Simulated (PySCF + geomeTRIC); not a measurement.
Species: H$_{4}$ClGaN$_{2}$, SMILES `[NH2][Ga]([NH2])[Cl]` (charge 0, multiplicity 1).

Problem. Give a relaxed geometry from PBE-D3(BJ)/def2-TZVP (PySCF + geomeTRIC).

Solution. Several could match; the one computed here: the end point of this relaxation, one of several conformers (outside a Z-matrix the atoms follow the SMILES, hydrogens last).
Cartesian coordinates (Å) in one orientation:
```xyz
8

N     -1.628    -0.378     0.047
Ga    -0.001     0.459    -0.002
N      1.626    -0.380    -0.045
Cl     0.000     2.621    -0.010
H     -1.700    -1.324    -0.321
H     -2.435     0.174    -0.234
H      2.433     0.173     0.231
H      1.696    -1.323     0.329
```
